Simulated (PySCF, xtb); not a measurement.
C2H5O, SMILES CC[O-], charge -1.

GFN2-xTB in xtb 6.7.1 at its own geometry gives an orbital gap of 10.53 eV.

Geometry optimised at PBE0-D3(BJ)/def2-SVPD.

Q: What does HF/def2-TZVPD (PySCF) give? (Estimate from the structure and the level; the computed values follow.)

A: gap 8.87 eV (levels -3.05 and 5.82 eV).
